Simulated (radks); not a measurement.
Spin polarisation of the 3d2 shell in Ti. Start: [Ar] 3d(up 1, down 1) 4s2; electrons of 3d are moved from spin down to spin up, other shells keep equal spins. Calculated with a radial shooting solver on a logarithmic mesh with Libxc functionals: scalar-relativistic Kohn-Sham, BLYP, spin-polarised, spherical densities, finite nucleus; Fermi nuclear charge, rms radius of each element as measured or else 0.836 A^(1/3) + 0.57 fm.

| moment (Bohr magnetons) | E - E(0) (eV) | e(3d up) (eV) | e(3d down) (eV) | 4s down minus up (eV) | 3p down minus up (eV) | 3s down minus up (eV) |
|---|---|---|---|---|---|---|
| 0 | 0.000 | -4.136 | -4.136 | 0.000 | 0.000 | 0.000 |
| 0.5 | -0.044 | -4.301 | -3.950 | 0.100 | 0.426 | 0.435 |
| 1 | -0.175 | -4.441 | -3.742 | 0.200 | 0.848 | 0.868 |
| 1.5 | -0.393 | -4.554 | -3.515 | 0.299 | 1.265 | 1.295 |
| 2 | -0.694 | -4.638 | -3.269 | 0.395 | 1.674 | 1.713 |

At moment 2 the spin-polarisation energy is -0.694 eV and the 3d exchange splitting 1.369 eV, that is 0.685 eV per Bohr magneton; E = -I m^2/4 would give I = 0.694 eV.
